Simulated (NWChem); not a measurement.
System: CsBr; SMILES [Br][Cs]

The following NWChem deck was run.

```
start job
memory heap 200 mb stack 900 mb global 1100 mb
geometry units angstroms noautoz
  Cs     0.000000     0.000000    -1.208996
  Br     0.000000     0.000000     1.890419
end
basis spherical
  * library def2-svp
end
ecp
  Cs library def2-ecp
end
dft
  xc m05-2x
  iterations 150
  mulliken
end
task dft energy
```

Coordinates come from a PBE0-D3(BJ)/def2-TZVP optimisation. def2 effective core potentials on Cs; no spin-orbit coupling.

Q: Give the results of this calculation. (M05-2X/def2-SVP with def2 effective core potentials on Cs.) Quantities: energy (Ha); highest occupied level (eV); orbital gap (eV); dipole (D).

A: The energy (Ha) is -2594.00, the highest occupied level (eV) is -6.72 and the orbital gap (eV) is 6.20. The dipole (D) is 10.93.
